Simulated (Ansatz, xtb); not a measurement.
Breaking the Si1–H2 bond in H3NSi (SMILES N[SiH]) (multiplicity 1 held, fragments rigid). Energies count from the point at 1.530 Å.
Geometry at that point (charge 0, multiplicity 1):
```xyz
5

Si    -0.24475     0.39104     0.51000
H     -0.58600     1.47386    -0.51531
N      0.39778    -0.68955    -0.65445
H      0.46314    -0.52839    -1.64843
H      0.76485    -1.59314    -0.39510
```

Restricted levels (R-, RO-) in cc, def2 and unpolarised 6-31G sets keep to the state of the molecule at rest. Unrestricted levels (U-) break spin symmetry where that is lower. Active spaces are followed from a long bond inwards. Curves can end on different states.

Cores are frozen in the correlated methods.

Codes used: Ansatz (an electronic-structure program) with Gaussian orbitals; xtb for the GFN methods. Values without a source in brackets are computed. The GFN methods have no spin term and hold the electronic entropy of 300 K.

Energies in kJ/mol.

| R (Å) | GFN2-xTB | U-HF/cc-pV(D+d)Z | R-MP2/cc-pV(D+d)Z | R-SCS-MP2/cc-pV(D+d)Z | U-CCSD(T)/cc-pV(D+d)Z | FIC-MRCISD+Q on CASSCF(2,2)/cc-pV(D+d)Z |
|---|---|---|---|---|---|---|
| 1.224 | 111 | 107 | 107 | 107 | 108 | 108 |
| 1.377 | 12 | 20 | 20 | 20 | 21 | 21 |
| 1.530 | 0 | 0 | 0 | 0 | 0 | 0 |
| 1.683 | 14 | 16 | 15 | 15 | 13 | 13 |
| 1.836 | 36 | 49 | 47 | 47 | 43 | 43 |
| 2.065 | 75 | 113 | 108 | 107 | 99 | 98 |
| 2.295 | 116 | 171 | 171 | 169 | 154 | 152 |
| 2.677 | 182 | 217 | 264 | 260 | 233 | 225 |
| 3.060 | 234 | 234 | 337 | 331 | 285 | 271 |
| 3.518 | 276 | 241 | 400 | 390 | 309 | 300 |
| 4.130 | 302 | 243 | 447 | 430 | 315 | 312 |
| 4.895 | 312 | 244 | 454 | 427 | 316 | 315 |

Doubts at one or more of the structures used: a spin-contaminated determinant (U-HF/cc-pV(D+d)Z, U-CCSD(T)/cc-pV(D+d)Z); a restricted determinant that unrestricted orbitals would lower (R-MP2/cc-pV(D+d)Z, R-SCS-MP2/cc-pV(D+d)Z); T1 above 0.05 (U-CCSD(T)/cc-pV(D+d)Z).
